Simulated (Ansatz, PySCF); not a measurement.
Gas-phase reaction in SMILES: FC(F)(F)C(Cl)Cl -> F[C](F)F + Cl[CH]Cl (the C-C bond at the site shown breaks; other sites are not compared here)
Structures are relaxed separately at B3LYP-D3(BJ)/def2-TZVP in Ansatz (a quantum-chemistry and plane-wave program), one conformer each, not searched for the lowest.

Property: bond dissociation energy (0 K, with B3LYP-D3(BJ) harmonic zero-point energies from PySCF), in kcal/mol. Cores are frozen in the correlated levels unless marked. Open shells are spin-unrestricted. No spin-orbit coupling. No relativistic terms. CBS marks a two-point X^-3 extrapolation of the correlation energy; Hartree-Fock from the larger set. The bracket is a focal-point correction in the basis named.

```json
[
 {"level": "HF/6-31G", "program": "Ansatz", "bond dissociation energy (kcal/mol)": "66.8"}
]
```

Problem. What does RI-MP2/CBS(cc-pV(T+d)Z,cc-pV(Q+d)Z)+[CCSD(T)-MP2]/cc-pV(T+d)Z (Ansatz) give?

Solution. 89.9 kcal/mol, so HF/6-31G differs from it by -23.1 kcal/mol.
